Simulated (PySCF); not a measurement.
PySCF job for Ga(Br)(OH)(NH2) (BrGaH3NO), SMILES [NH2][Ga]([OH])[Br], TDA-PBE/def2-SVPD. Coordinates come from a B3LYP-D3(BJ)/def2-SVP optimisation. The structure was generated by enumeration; whether it is a known compound was not checked. One conformer was computed; it need not be the lowest.

```python
import numpy as np
from pyscf import gto, scf, dft, tdscf

mol = gto.M(
    atom='''
    Ga   -0.72478182    0.13426960    0.20958535
    Br    1.45233324   -0.28213597   -0.41948363
    O    -1.36917264   -0.57110352    1.71479690
    H    -0.72977813   -1.11041738    2.19751787
    N    -1.77404865    1.21363451   -0.77907767
    H    -2.76201106    1.33566629   -0.58702807
    H    -1.49991580    1.56053936   -1.69053988
    ''',
    basis='def2-SVPD',
    charge=0,
    spin=0,
    max_memory=1600,
    verbose=4,
)
mf = dft.RKS(mol, xc='pbe').density_fit(auxbasis='def2-universal-jkfit')
mf.grids.level = 3
mf.conv_tol = 1e-9
mf.max_cycle = 100
mf.kernel()
mf.grids = dft.Grids(mol).set(level=1).build(with_non0tab=True)  # coarser grid for the response kernel
td = tdscf.TDA(mf)
td.singlet = True
td.nstates = 10
td.conv_tol = 1e-4
td.positive_eig_threshold = 1e-6
td.kernel(x0=td.get_init_guess(mf, 15))
td.analyze()
tt = tdscf.TDA(mf)
tt.singlet = False
tt.nstates = 4
tt.conv_tol = 1e-4
tt.positive_eig_threshold = 1e-6
tt.kernel(x0=tt.get_init_guess(mf, 9))
tt.analyze(verbose=3)
```

Program output:

```
PySCF version 2.14.0

[INPUT] verbose = 4
[INPUT] num. atoms = 7
[INPUT] num. electrons = 84
[INPUT] charge = 0
[INPUT] spin (= nelec alpha-beta = 2S) = 0
[INPUT] symmetry False subgroup None
[INPUT] Mole.unit = angstrom
[INPUT] Symbol           X                Y                Z      unit          X                Y                Z       unit  Magmom
[INPUT]  1 Ga    -0.724781820000   0.134269600000   0.209585350000 AA   -1.369639139864   0.253732770855   0.396058911221 Bohr   0.0
[INPUT]  2 Br     1.452333240000  -0.282135970000  -0.419483630000 AA    2.744512065202  -0.533159713189  -0.792709174438 Bohr   0.0
[INPUT]  3 O     -1.369172640000  -0.571103520000   1.714796900000 AA   -2.587361306848  -1.079229241575   3.240496500253 Bohr   0.0
[INPUT]  4 H     -0.729778130000  -1.110417380000   2.197517870000 AA   -1.379080797397  -2.098384732157   4.152706928138 Bohr   0.0
[INPUT]  5 N     -1.774048650000   1.213634510000  -0.779077670000 AA   -3.352466080154   2.293436839221  -1.472243426064 Bohr   0.0
[INPUT]  6 H     -2.762011060000   1.335666290000  -0.587028070000 AA   -5.219444456420   2.524043481914  -1.109322279732 Bohr   0.0
[INPUT]  7 H     -1.499915800000   1.560539360000  -1.690539880000 AA   -2.834430071908   2.948991997004  -3.194657375855 Bohr   0.0

nuclear repulsion = 524.192068924599
number of shells = 58
number of NR pGTOs = 256
number of NR cGTOs = 146
basis = def2-SVPD
ecp = {}


[settings echo left out]
init E= -4628.04183458928
  HOMO = -0.304963286210768  LUMO = -0.0992378871355104  gap/eV = 5.59807
cycle= 1 E= -4629.19736946823  delta_E= -1.16  |g|=  1.2  |ddm|= 4.18
  HOMO = -0.0945628051674618  LUMO = -0.0399620469844666  gap/eV = 1.48576
cycle= 2 E= -4627.2652892141  delta_E= 1.93  |g|=  3.1  |ddm|= 5.08
  HOMO = -0.209515767871489  LUMO = -0.0755516580864333  gap/eV = 3.64535
cycle= 3 E= -4629.36237007508  delta_E= -2.1  |g|= 0.591  |ddm|= 3.96
  HOMO = -0.249968001879118  LUMO = -0.0721509683504973  gap/eV = 4.83865
cycle= 4 E= -4629.43078558625  delta_E= -0.0684  |g|= 0.238  |ddm|= 0.981
  HOMO = -0.229500963876801  LUMO = -0.0778056156368483  gap/eV = 4.12784
cycle= 5 E= -4629.43924254127  delta_E= -0.00846  |g|= 0.101  |ddm|= 0.353
  HOMO = -0.240723099711227  LUMO = -0.076392972374443  gap/eV = 4.47165
cycle= 6 E= -4629.44157341453  delta_E= -0.00233  |g|= 0.0398  |ddm|= 0.139
  HOMO = -0.23678949400065  LUMO = -0.0749728992240182  gap/eV = 4.40325
cycle= 7 E= -4629.44188099795  delta_E= -0.000308  |g|= 0.0099  |ddm|= 0.0478
  HOMO = -0.23724800669748  LUMO = -0.0754891642247975  gap/eV = 4.40168
cycle= 8 E= -4629.44190604502  delta_E= -2.5e-05  |g|= 0.00281  |ddm|= 0.0137
  HOMO = -0.237131237737624  LUMO = -0.0754118500444321  gap/eV = 4.40061
cycle= 9 E= -4629.44190812082  delta_E= -2.08e-06  |g|= 0.000488  |ddm|= 0.0038
  HOMO = -0.237159753922656  LUMO = -0.0753972423600056  gap/eV = 4.40178
cycle= 10 E= -4629.44190816169  delta_E= -4.09e-08  |g|= 0.000316  |ddm|= 0.0011
  HOMO = -0.237164291912447  LUMO = -0.0754094484191845  gap/eV = 4.40157
cycle= 11 E= -4629.4419081821  delta_E= -2.04e-08  |g|= 3.78e-05  |ddm|= 0.000498
  HOMO = -0.23715931625461  LUMO = -0.075407597947065  gap/eV = 4.40149
cycle= 12 E= -4629.44190818245  delta_E= -3.51e-10  |g|= 4.97e-06  |ddm|= 5.74e-05
  HOMO = -0.237159691979999  LUMO = -0.0754076108959736  gap/eV = 4.40150
Extra cycle  E= -4629.44190818245  delta_E= 5.46e-12  |g|= 4.58e-06  |ddm|= 1.45e-05
converged SCF energy = -4629.44190818245
tot grids = 32464
Overwritten attributes  positive_eig_threshold  of <class 'pyscf.tdscf.rks.TDA'>


******** <class 'pyscf.tdscf.rks.TDA'> for <class 'pyscf.df.df_jk.DFRKS'> ********
nstates = 10 singlet
deg_eia_thresh = 1.000e-03
wfnsym = None
conv_tol = 0.0001
eigh lindep = 1e-12
eigh level_shift = 0
eigh max_cycle = 100


Excitation energies (eV)
[4.55402895 5.32522468 5.33876734 6.0717607  6.19500426 6.26833587
 6.35999204 6.41286488 6.53104594 6.86537125]

** Singlet excitation energies and oscillator strengths **
Excited State   1:      4.55403 eV    272.25 nm  f=0.0067
      42 -> 43        0.70382
Excited State   2:      5.32522 eV    232.82 nm  f=0.0317
      41 -> 43       -0.69054
Excited State   3:      5.33877 eV    232.23 nm  f=0.0040
      40 -> 43       -0.70148
Excited State   4:      6.07176 eV    204.20 nm  f=0.0549
      39 -> 43       -0.67189
      42 -> 44        0.16595
Excited State   5:      6.19500 eV    200.14 nm  f=0.0631
      37 -> 43        0.12273
      38 -> 43       -0.21151
      39 -> 43       -0.15680
      40 -> 44       -0.22254
      41 -> 44       -0.22085
      42 -> 44       -0.53906
Excited State   6:      6.26834 eV    197.79 nm  f=0.0057
      38 -> 43       -0.14399
      40 -> 44       -0.12443
      41 -> 44        0.66370
      42 -> 44       -0.13252
Excited State   7:      6.35999 eV    194.94 nm  f=0.0858
      37 -> 43       -0.10733
      38 -> 43       -0.48158
      40 -> 44       -0.34943
      42 -> 44        0.29286
      42 -> 45       -0.13407
Excited State   8:      6.41286 eV    193.34 nm  f=0.0114
      42 -> 45       -0.67990
      42 -> 46        0.12381
Excited State   9:      6.53105 eV    189.84 nm  f=0.0438
      42 -> 45       -0.12952
      42 -> 46       -0.68287
Excited State  10:      6.86537 eV    180.59 nm  f=0.1185
      38 -> 43        0.31344
      38 -> 45        0.13182
      39 -> 44       -0.17105
      40 -> 44       -0.45644
      41 -> 45       -0.11091
      41 -> 46       -0.32262

** Transition electric dipole moments (AU) **
state          X           Y           Z        Dip. S.      Osc.
  1         0.0043     -0.2367     -0.0631      0.0600      0.0067
  2         0.0787      0.2259     -0.4308      0.2429      0.0317
  3        -0.0670     -0.1550     -0.0478      0.0308      0.0040
  4        -0.2462     -0.3740     -0.4106      0.3691      0.0549
  5         0.2334     -0.5332      0.2774      0.4157      0.0631
  6         0.0072     -0.1495      0.1218      0.0372      0.0057
  7        -0.6332      0.3791     -0.0755      0.5503      0.0858
  8         0.2359      0.0377      0.1236      0.0724      0.0114
  9         0.1588      0.4234      0.2635      0.2739      0.0438
 10         0.6590      0.0567     -0.5170      0.7048      0.1185

** Transition velocity dipole moments (imaginary part, AU) **
state          X           Y           Z        Dip. S.      Osc.
  1        -0.0016     -0.0243     -0.0083      0.0007      0.0026
  2         0.0004      0.0497     -0.0803      0.0089      0.0304
  3        -0.0097     -0.0310     -0.0111      0.0012      0.0040
  4        -0.0290     -0.0589     -0.0536      0.0072      0.0215
  5         0.0127     -0.0525      0.0288      0.0037      0.0110
  6        -0.0079     -0.0128      0.0195      0.0006      0.0018
  7        -0.1081      0.0511      0.0025      0.0143      0.0408
  8         0.0451      0.0332      0.0283      0.0039      0.0111
  9         0.0338      0.0959      0.0596      0.0139      0.0386
 10         0.0964     -0.0007     -0.0708      0.0143      0.0378

** Transition magnetic dipole moments (imaginary part, AU) **
state          X           Y           Z
  1         0.3364      0.0848     -0.3593
  2        -0.0383     -0.1449     -0.0773
  3         0.2080     -0.1949      0.1977
  4        -0.1589      0.0772     -0.0201
  5         0.1030     -0.0707     -0.0740
  6        -0.3031      0.1411      0.0061
  7         0.0474      0.0662      0.1458
  8        -0.3048      0.0152      0.1183
  9        -0.1259     -0.2799      0.4545
 10        -0.0105     -0.0150     -0.0326


******** <class 'pyscf.tdscf.rks.TDA'> for <class 'pyscf.df.df_jk.DFRKS'> ********
nstates = 4 triplet
deg_eia_thresh = 1.000e-03
wfnsym = None
conv_tol = 0.0001
eigh lindep = 1e-12
eigh level_shift = 0
eigh max_cycle = 100


Excitation energies (eV)
[4.22551803 5.00068258 5.07194144 5.14397788]

** Triplet excitation energies and oscillator strengths **
Excited State   1:      4.22552 eV    293.42 nm  f=0.0000
Excited State   2:      5.00068 eV    247.93 nm  f=0.0000
Excited State   3:      5.07194 eV    244.45 nm  f=0.0000
Excited State   4:      5.14398 eV    241.03 nm  f=0.0000
```

Self-consistency was reached.
